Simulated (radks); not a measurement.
The numbers below are computed, except where a source is named.
Question: Coherent X-ray form factor from a spherical all-electron density. Code: a radial shooting solver on a logarithmic mesh with Libxc functionals. Model: Dirac Kohn-Sham, PBE, spin-unpolarised, spherical densities, finite nucleus; Fermi nuclear charge, rms radius of each element as measured or else 0.836 A^(1/3) + 0.57 fm.

sin(theta)/lambda (1/angstrom),f0 (electrons)
0.05,69.595
0.1,68.414
0.15,66.555
0.2,64.160
0.25,61.391
0.3,58.409
0.4,52.342
0.5,46.703
0.6,41.769
0.8,33.859
1,27.853
1.25,22.341
1.5,18.659
2,14.596

The species is in the configuration that NIST lists as its ground one. Which atom or ion scatters so?

Answer: The platinum ion Pt8+, [Xe] 4f14 5d(3/2: 2, 5/2: 0). Extrapolating in s^2 from the first two rows gives f0(0) = 70.0, near the electron count 70; among species with that count, the fall with angle is slower the higher Z, and the table is that of Z = 78; from so few rows the species is fixed only to a neighbour or two.
